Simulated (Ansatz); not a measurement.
Ga₃O₈H₇, a hydroxylated oxide cluster. The state is a singlet with charge 0. Geometry PBE-D4/def2-SVP.

Cartesian coordinates in Å:
```
Ga 0.141 -1.582 0.926
Ga -0.021 1.307 0.971
Ga -0.184 0.381 -1.726
O -0.749 -2.167 2.387
O -1.362 1.058 -2.917
O 1.114 -0.764 -2.296
O -0.802 -0.138 0.005
O -0.709 2.672 1.909
O 1.090 -2.613 -0.190
O 1.116 -0.001 1.764
O 0.730 1.854 -0.701
H -0.986 -3.107 2.295
H -2.262 1.078 -2.540
H 0.990 -1.009 -3.231
H -1.291 2.373 2.632
H 1.242 -2.095 -1.022
H 1.254 -0.030 2.729
H 0.689 2.782 -0.997
```

Question: Estimate the orbital energies around the gap (eV) in Ansatz with HF/STO-3G, PBE-D4/def2-SVP, r2SCANh-D4/def2-TZVP, PBE0-D4/def2-SVP, r2SCAN0-D4/def2-TZVP.

Answer: 
| orbital | HF/STO-3G | PBE-D4/def2-SVP | r2SCANh-D4/def2-TZVP | PBE0-D4/def2-SVP | r2SCAN0-D4/def2-TZVP |
| --- | --- | --- | --- | --- | --- |
| HOMO−5 | -7.16 | -7.35 | -8.65 | -9.13 | -9.60 |
| HOMO−4 | -6.92 | -7.04 | -8.32 | -8.79 | -9.27 |
| HOMO−3 | -6.71 | -6.78 | -8.07 | -8.53 | -9.03 |
| HOMO−2 | -6.61 | -6.67 | -8.02 | -8.48 | -9.00 |
| HOMO−1 | -6.51 | -6.49 | -7.85 | -8.30 | -8.82 |
| HOMO | -6.09 | -6.02 | -7.39 | -7.81 | -8.36 |
| LUMO | 7.24 | -2.14 | -1.75 | -1.25 | -1.28 |
| LUMO+1 | 8.11 | -0.75 | -0.28 | 0.21 | 0.17 |
| LUMO+2 | 9.31 | -0.40 | 0.02 | 0.53 | 0.46 |
| LUMO+3 | 10.13 | -0.01 | 0.42 | 0.86 | 0.84 |
| LUMO+4 | 10.88 | 0.48 | 0.97 | 1.41 | 1.39 |
| LUMO+5 | 11.63 | 1.05 | 1.52 | 2.02 | 1.91 |
